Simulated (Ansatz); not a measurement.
Species: CHBrF (charge 0, doublet). It need not be the lowest isomer of its formula. 
Coordinates optimised at B3LYP-D3(BJ)/def2-TZVP (Ansatz, a quantum-chemistry and plane-wave program):
```
C
F 1 1.3316
H 1 1.0844 2 114.11
Br 1 1.8803 3 116.39 2 137.97
```
Charge 0, spin multiplicity 2.

Property: atomisation energy (electronic, to ground-state atoms), in kcal/mol. Valence correlation only, unless marked. UHF or UKS for open shells. No spin-orbit coupling. Frozen are the shells of the preceding noble gas and the d and f shells that filled before the atom's block. Non-relativistic. FCI takes restricted orbitals. The coupled-cluster limit lacks core correlation, which all-electron functionals hold. CBS(X,Y): correlation extrapolated as X^-3; Hartree-Fock from the larger set. The bracket is a focal-point correction in the basis named.

```tsv
level	program	atomisation energy (kcal/mol)
HF/6-31G	Ansatz	155.0
```

### Question
Estimate the value at RI-MP2/CBS(aug-cc-pVTZ,aug-cc-pVQZ)+[CCSD(T)-MP2]/aug-cc-pVTZ as computed with Ansatz.

### Answer
282.3 kcal/mol, so HF/6-31G differs from it by -127.3 kcal/mol.
